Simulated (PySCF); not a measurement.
# Diatomics of Sb with group 13

r²SCAN with double-zeta basis sets in PySCF, for the lowest determinant that a PBE0 search found; no spin–orbit coupling. De refers to high-spin ground-configuration atoms. A positive dipole means M(−)Sb(+).

| M | basis | state (unpaired electrons) | Re (Å) | ωe (cm⁻¹) | De (eV) | μ (D) |
| --- | --- | --- | --- | --- | --- | --- |
| B | x2c-SVPall | triplet (σ ↑, π ↑) | 2.058 | 705 | 2.69 | 0.66 |
| Al | def2-SVPD | triplet (π ↑↑) | 2.758 | 256 | 1.87 | -0.56 |
| Ga | def2-SVP | triplet (π ↑↑) | 2.764 | 180 | 1.81 | -1.06 |
| In | def2-SVP | triplet (π ↑↑) | 2.959 | 144 | 1.67 | -1.88 |
| Tl | def2-SVP | triplet (π ↑↑) | 3.022 | 123 | 1.63 | -2.71 |

The shortest bond is that of BSb (2.058 Å), the longest that of TlSb (3.022 Å).

The rows differ in basis set, which adds steps of its own.

The state changes along the series, so neighbouring rows are not always alike in their bonding.

Spin–orbit coupling is left out, which matters for elements this heavy, above all for dissociation energies. States were picked by a PBE0 search and need not be the measured ground states.
